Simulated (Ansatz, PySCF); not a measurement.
Spin gap between two states, R1 and P1; the higher of the two is an excited state, each structure at its B3LYP-D3(BJ)/def2-TZVP stationary point, reached from a drawn start (curvature not checked).
R1, CF2 (SMILES F[C]F) (charge 0, multiplicity 1):
```json
[
 {"atom": "C", "x (Å)": "0.0000", "y (Å)": "0.0000", "z (Å)": "-0.5306"},
 {"atom": "F", "x (Å)": "1.0324", "y (Å)": "0.0000", "z (Å)": "0.2653"},
 {"atom": "F", "x (Å)": "-1.0324", "y (Å)": "0.0000", "z (Å)": "0.2653"}
]
```
P1, CF2 (SMILES F[C]F) (charge 0, multiplicity 3):
| atom | x (Å) | y (Å) | z (Å) |
|---|---|---|---|
| C | 0.0000 | 0.0000 | -0.4418 |
| F | 1.1390 | 0.0000 | 0.2209 |
| F | -1.1390 | 0.0000 | 0.2209 |

P less R. No zero-point or thermal terms; singlets are restricted closed shells; open shells are unrestricted.

Cores are frozen in the correlated methods. CBS(a, b) extrapolates the correlation energy as X⁻³ and adds the Hartree–Fock energy of set b.

The values were computed with Ansatz (a first-principles code); PySCF for the D3/D4 terms. Each number belongs to the level named beside it.

PBE/def2-TZVPP gives 2.231 eV for the spin gap.

**Question.** How do the other levels lie against it? Give each less PBE: PBE-D3(BJ)/def2-TZVPP, r2SCAN/def2-TZVPP, B3LYP/def2-TZVPP, wB97M-V/def2-TZVPP, B2PLYP/def2-TZVPP, MP2/CBS(cc-pVTZ, cc-pVQZ), CCSD(T)/CBS(cc-pVTZ, cc-pVQZ).

**Answer.** PBE-D3(BJ)/def2-TZVPP 0.000; r2SCAN/def2-TZVPP -0.276; B3LYP/def2-TZVPP 0.045; wB97M-V/def2-TZVPP 0.373; B2PLYP/def2-TZVPP 0.096; MP2/CBS(cc-pVTZ, cc-pVQZ) 0.173; CCSD(T)/CBS(cc-pVTZ, cc-pVQZ) 0.246 eV. 6 of 7 lie above PBE; the widest gap is to wB97M-V/def2-TZVPP.
